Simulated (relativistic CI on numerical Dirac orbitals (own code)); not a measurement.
**Hyperfine structure of Hf⁵⁸⁺, mass number 177**

Computed by Dirac-Coulomb-Breit CI, separate exchange-only KLI orbitals for each configuration, QED by a radiative potential, unscaled Slater integrals (own radial code, finite nucleus).

CI space (outside the closed core [Ne]): 3s2 3p2, 3s2 3p 3d, 3s 3p3, 3s2 3d2, 3p4, 3s 3p2 3d, 3p2 3d2, 3s 3p 3d2, 3p3 3d, 3s2 3d 4s, 3s2 3d 4p, 3s 3p 3d 4s, 3p3 4s, 3s2 3p 4s, 3s 3p 3d 4p, 3p3 4p. Levels of other configurations are missing.

Nuclear spin I = 7/2, μ = 0.791 μN, Q = 3.37 b (tables of Stone and Pyykkö). The electronic factors are computed for point nuclear moments, without core polarisation or the Bohr-Weisskopf and QED corrections.

```
          Level   E (Ry)  A (GHz)  B (GHz)
   3s2 3p2 3P_1  22.3481   -39.77      669
   3s2 3p2 1D_2  23.0292    129.6     1230
3s2 3p 3d 3F°_2  38.0203    114.3      273
3s2 3p 3d 3F°_3  44.7279    72.76      199
   3s2 3p2 3P_2  45.8840    46.12      107
```

Levels with J = 0, under 50 % of one LS term, or S terms without an open s electron are left out. Small factors come from cancelling terms and can be off by tens of per cent or more.

At this charge energies of transitions that change n are usually good to better than 1 %, and those within a shell (Δn = 0) to a few per cent.

**Question.** Give the hyperfine levels of 3s2 3p2 1D_2 relative to its centre of gravity.

**Answer.** With K = F(F + 1) − I(I + 1) − J(J + 1), E = AK/2 + B[¾K(K + 1) − I(I + 1)J(J + 1)]/[2I(2I − 1)J(2J − 1)]: F = 3/2: -507.4, F = 5/2: -732.5, F = 7/2: -740.2, F = 9/2: -222.9, F = 11/2: 1215 GHz.

LS names give the leading component of a level, which can be under half, so a name can repeat, a term be missing and a line seem to break the LS rules.
